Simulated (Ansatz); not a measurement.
CH6F2GeSi (`[CH3][Ge]([F])([F])[SiH3]`) at its PBE0-D4/def2-TZVP geometry, where that method's forces vanish. Charge 0, multiplicity 1.

```xyz
11

C     0.6609    0.1922   -1.7553
Ge    0.3345   -0.5933   -0.0213
F    -0.3466   -2.1704   -0.3032
F     1.8916   -0.9430    0.6742
Si   -0.9828    0.4649    1.6675
H     1.2905   -0.4879   -2.3303
H    -0.2812    0.3443   -2.2833
H     1.1713    1.1497   -1.6455
H    -2.3512    0.6834    1.1340
H    -1.0236   -0.4122    2.8616
H    -0.3634    1.7723    2.0017
```

**Question.** What forces (eV/Å) does PBE-D4/def2-TZVPP give on these atoms in Ansatz 0.2.0? (Best estimate.)

**Answer.** Ansatz gave: 
```
C1   0.014  0.052 -0.097
Ge2 -0.303  0.549  0.005
F3  -0.279 -0.615 -0.110
F4   0.612 -0.126  0.279
Si5  0.017 -0.013 -0.023
H6   0.119 -0.132 -0.105
H7  -0.178  0.029 -0.097
H8   0.095  0.180  0.023
H9  -0.145  0.026 -0.047
H10 -0.010 -0.086  0.130
H11  0.058  0.137  0.042
```
